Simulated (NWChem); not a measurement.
Molecule: CH₈OSi₂; SMILES C[SiH2][SiH2]O

```xyz
12

C      1.0232    -2.0083    -0.3181
Si    -0.4913    -1.0465     0.2986
Si    -0.4920     1.2195    -0.3473
O      0.7874     2.0927     0.3025
H      0.9968    -3.0446     0.0365
H      1.9524    -1.5513     0.0391
H      1.0576    -2.0259    -1.4129
H     -1.7417    -1.6813    -0.2188
H     -0.5564    -1.1249     1.7911
H     -0.3211     1.3461    -1.8191
H     -1.8112     1.8257     0.0172
H      0.8429     2.1044     1.2681
```
Atoms are numbered in this order, from 1.

All runs: NWChem. Pople sets run with spherical d functions. Coordinates come from a B3LYP/6-31G* (spherical d) optimisation. Level: M06-2X/6-31G* with SMD (1 M gas to 1 M solution), gas-phase geometry. Reactions with the solvent are ignored.

```tsv
solvent	dielectric constant	solvation free energy (kcal/mol)	cavity-dispersion-structure term (kcal/mol)	dipole in solution (D)
water	78.4	-2.7	4.2	1.75
chlorobenzene	5.70	-3.3	-0.5	1.54
1,4-dioxane	2.21	-1.9	0.0	1.46
methanol	32.6	-6.0	0.8	1.74
```
